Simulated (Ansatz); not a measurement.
Spectroscopic constants of SN, multiplicity 2 (the spin of the measured ground state). The T1 diagnostic near the minimum is 0.063, so single-reference values are doubtful.

The constants come from a fifth-degree fit in 1/R (seven points, main isotopes). In def2 and cc sets the state is the lowest found near the PBE0 minimum, followed along R.

Run with Ansatz (a program for electronic structure). Values without a source in brackets are computed.

Quantity: r_e, from seven points a level.

Costs are ratios of core time to PBE/def2-TZVPP (roughly 6 s), for whole runs (searches for the state included, and forces where a run took them) on one shared machine, so rough; each error counts from the measured 1.494 Å [Huber and Herzberg (1979), NIST Chemistry WebBook].

```csv
level,basis functions,cost,error (Å)
SVWN5/def2-TZVPP,73,×0.9,-0.002
PBE/def2-TZVPP,73,×1,0.012
CAM-B3LYP/def2-TZVPP,73,×1,-0.015
PBE0/def2-TZVPP,73,×1,-0.009
B3LYP/def2-TZVPP,73,×1,-0.002
r2SCAN/def2-TZVPP,73,×2,0.000
wB97X-V/def2-TZVPP,73,×2,-0.013
B97M-V/def2-TZVPP,73,×2,-0.004
wB97M-V/def2-TZVPP,73,×3,-0.013
```
